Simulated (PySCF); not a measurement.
**As(2+): excitation energy**

As(2+) [Ar] 3d10 4s2 4p1 (2P) → As(2+) [Ar] 3d10 4s2 4d1 (2D), as a difference of total energies. Calculation: PySCF 2.14, in aug-cc-pVTZ-PP with ECP10MDF; scalar relativity through the core potential. Correlated levels: valence: 3s2 3p6 3d10 frozen. The calculations carry no spin-orbit coupling.

```
           method  excitation energy (eV)
              UHF                  13.633
              LDA                  12.823
              PBE                  12.574
             PBE0                  12.920
           r2SCAN                  13.134
              M06                  12.825
            B3LYP                  12.854
            HSE06                  12.913
             BLYP                  12.544
    MP2 (valence)                  13.273
SCS-MP2 (valence)                  13.265
```

How much does correlation contribute at MP2 (valence)?

13.273 − (13.633) = -0.360 eV, measured against UHF.

The promoted electron is Rydberg-like, and one or two diffuse shells describe it only roughly, which tends to raise the upper state.
